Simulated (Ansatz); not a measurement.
Ansatz (a quantum-chemistry and plane-wave program) input (wB97X-V/def2-TZVP):

Ansatz 0.2 input:
```yaml
crystal:
  periodic: [false, false, false]
  atoms:
    - {symbol: Sn, position_ang: [-0.01876508, 0.00590303, 0.48822962]}
    - {symbol: Cl, position_ang: [1.34296491, 1.56781976, -0.68648957]}
    - {symbol: Cl, position_ang: [-1.28777351, -1.58518162, -0.74947989]}
basis:
  gaussian:
    orbitals: def2-TZVP
hamiltonian:
  xc: {name: wB97X-V}
magnetization: {spin_polarized: true, initial_magnetization: 2}
relax: {f_tol: 0.003, max_steps: 100}
```

End of the output:

```
these checks for a lower state are left out or cut short: starts, cluster_reference, orbital_swaps, neighbouring_geometries, increment
integrals: 0.07 GiB planned
958 factors; their error is unknown
integrals: 0.11 GiB planned
188 factors; integrals over basis functions are off by at most 1.6e-5 eV
mean field: 0.93 GiB planned
mean field -30873.45892025 eV, -1134.5786885373 hartree, gradient 1.4e-5 eV, S^2 2.007934; 0 other end points of the search recorded, 0 dependent functions left out
the calculation of the forces begins
reference -30873.45892032 eV, -1134.5786885398 hartree; 29, 27 occupied and 95, 97 virtual orbitals, 958 factors
relax step   2: F+E_penalty+E_count = -30873.45892025 eV  Δ(F+E_penalty+E_count) = -2.813e-2 eV  max|allowed force component| = 1.347e-1 eV/Å  Δτ_max = 0.0501 Å  (42 SCF iters, accepted)
these checks for a lower state are left out or cut short: starts, cluster_reference, orbital_swaps, neighbouring_geometries, increment
integrals: 0.07 GiB planned
958 factors; their error is unknown
integrals: 0.11 GiB planned
188 factors; integrals over basis functions are off by at most 1.6e-5 eV
mean field: 0.93 GiB planned
mean field evaluation 32: about -30873.4600 eV, gradient 2.9e-5 eV
mean field -30873.45999804 eV, -1134.5787281450 hartree, gradient 2.2e-5 eV, S^2 2.008148; 0 other end points of the search recorded, 0 dependent functions left out
the calculation of the forces begins
reference -30873.45999809 eV, -1134.5787281472 hartree; 29, 27 occupied and 95, 97 virtual orbitals, 958 factors
relax step   3: F+E_penalty+E_count = -30873.45999804 eV  Δ(F+E_penalty+E_count) = -1.078e-3 eV  max|allowed force component| = 7.064e-3 eV/Å  Δτ_max = 0.0092 Å  (44 SCF iters, accepted)
these checks for a lower state are left out or cut short: starts, cluster_reference, orbital_swaps, neighbouring_geometries, increment
integrals: 0.07 GiB planned
958 factors; their error is unknown
integrals: 0.11 GiB planned
188 factors; integrals over basis functions are off by at most 1.6e-5 eV
mean field: 0.93 GiB planned
mean field -30873.46003804 eV, -1134.5787296151 hartree, gradient 2.1e-5 eV, S^2 2.008138; 0 other end points of the search recorded, 0 dependent functions left out
the calculation of the forces begins
reference -30873.46003810 eV, -1134.5787296172 hartree; 29, 27 occupied and 95, 97 virtual orbitals, 958 factors
relax step   4: F+E_penalty+E_count = -30873.46003804 eV  Δ(F+E_penalty+E_count) = -4.000e-5 eV  max|allowed force component| = 1.548e-3 eV/Å  Δτ_max = 0.0037 Å  (45 SCF iters, accepted)
integrals: 0.07 GiB planned
958 factors; their error is unknown
integrals: 0.11 GiB planned
188 factors; integrals over basis functions are off by at most 1.6e-5 eV
mean field: 0.93 GiB planned
mean field evaluation 64: about -30873.4600 eV, gradient 2.9e-5 eV
mean field -30873.46003804 eV, -1134.5787296151 hartree, gradient 2.1e-5 eV, S^2 2.008138; 1 other end points of the search recorded, 0 dependent functions left out
the calculation of the forces begins
reference -30873.46003810 eV, -1134.5787296172 hartree; 29, 27 occupied and 95, 97 virtual orbitals, 958 factors
Total energy: -30873.46003810 eV, -1134.5787296172 hartree
Atom 0 at    -0.018497     0.005819     0.481266 Å, force     0.000001    -0.000000    -0.000032 eV/Å
Atom 1 at     1.310035     1.528555    -0.683793 Å, force    -0.001292    -0.001548    -0.000015 eV/Å
Atom 2 at    -1.255111    -1.545832    -0.745213 Å, force     0.001291     0.001548     0.000047 eV/Å
Dipole moment:    -0.015015     0.004723     0.390657 e Å
```

This is an excited triplet: at this geometry the singlet lies 2.51 eV lower at RI-MP2/CBS(def2-TZVPPD,def2-QZVPPD)+[CCSD(T)-MP2]/def2-TZVPPD.
